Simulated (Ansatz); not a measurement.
The cluster Si3Sn⁻, relaxed as a doublet with UKS r2SCAN-D4/def2-SVPD in Ansatz, starting from the GFN1-xTB geometry. Force threshold 0.02 eV/Å.

In the def2 sets Sn takes a core potential; there is no spin–orbit coupling. The relaxation made no stability test and no search for a lower SCF solution. The structure comes from a short search, and lower isomers may exist.

Start:

```xyz
4

Si    0.919    0.681   -0.232
Si    1.182   -0.992    1.436
Si   -0.831   -0.778    0.313
Sn   -1.270    1.090   -1.516
```

| step | energy (eV) | largest force component (eV/Å) | SCF passes |
| --- | --- | --- | --- |
| 1 | -29458.0019 | 0.665 | 21 |
| 2 | -29458.0405 | 0.256 | 27 |
| 3 | -29458.0445 | 0.031 | 26 |
| 4 | -29458.0447 | 0.001 | 27 |

Force components are those of the run's own axes.

End:

```xyz
4

Si    0.959    0.687   -0.198
Si    1.171   -0.973    1.390
Si   -0.860   -0.769    0.315
Sn   -1.269    1.055   -1.506
```

By distances, no bond broke or formed. The bond that changes most is Si1–Si2, from 2.38 to 2.31 Å (atoms count from 1).

No frequencies were taken in this run, so the end may be a saddle point.

It took 19 s on 4 threads of Arm Neoverse N1 on a shared host.
